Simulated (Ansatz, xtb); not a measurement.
Pulling on the N6–H7 bond in CH5BeN (SMILES [CH3][Be][NH2]) (multiplicity 1 held, fragments rigid). Energies count from the point at 1.008 Å.
Geometry at that point (charge 0, multiplicity 1):
```xyz
8

Be    -0.0534    -0.0264     0.0485
C      1.1209     0.4370    -1.0689
H      2.0393    -0.1500    -0.9744
H      1.4042     1.4867    -0.9350
H      0.7751     0.3350    -2.1018
N     -1.1023    -0.4307     1.0508
H     -1.5170    -1.3464     1.1218
H     -1.4973     0.1738     1.7537
```

Restricted levels (R-, RO-) in cc, def2 and unpolarised 6-31G sets keep to the state of the molecule at rest. Unrestricted levels (U-) break spin symmetry where that is lower. Curves can end on different states.

Frozen-core correlation.

Programs: Ansatz (Gaussian basis) for Hartree–Fock, density functionals and correlated methods; xtb for the GFN methods.  The GFN methods have no spin term and hold the electronic entropy of 300 K.

Energies in kcal/mol.

| R (Å) | GFN2-xTB | R-r2SCAN/cc-pVTZ | U-wB97X-V/cc-pVTZ | R-MP2/cc-pVTZ | R-SCS-MP2/cc-pVTZ |
|---|---|---|---|---|---|
| 0.806 | 33.7 | 33.9 | 34.4 | 34.0 | 34.0 |
| 0.907 | 6.2 | 6.6 | 6.8 | 6.6 | 6.6 |
| 1.008 | 0.0 | 0.0 | 0.0 | 0.0 | 0.0 |
| 1.108 | 4.1 | 4.4 | 4.4 | 4.6 | 4.5 |
| 1.209 | 13.0 | 14.4 | 14.7 | 15.0 | 14.8 |
| 1.360 | 29.3 | 33.9 | 34.9 | 35.1 | 34.8 |
| 1.512 | 46.0 | 54.4 | 56.3 | 56.4 | 55.7 |
| 1.763 | 71.2 | 85.4 | 89.6 | 88.7 | 87.3 |
| 2.015 | 91.2 | 110.6 | 112.5 | 114.6 | 112.2 |
| 2.318 | 108.2 | 133.1 | 121.8 | 137.0 | 133.3 |
| 2.721 | 121.2 | 153.1 | 120.5 | 154.4 | 148.5 |
| 3.225 | 127.8 | 167.2 | 120.0 | 160.6 | 151.5 |

Doubts at one or more of the structures used: a restricted determinant that unrestricted orbitals would lower (R-r2SCAN/cc-pVTZ, R-MP2/cc-pVTZ, R-SCS-MP2/cc-pVTZ); a spin-contaminated determinant (U-wB97X-V/cc-pVTZ).

Ansatz is a quantum-chemistry and plane-wave program.
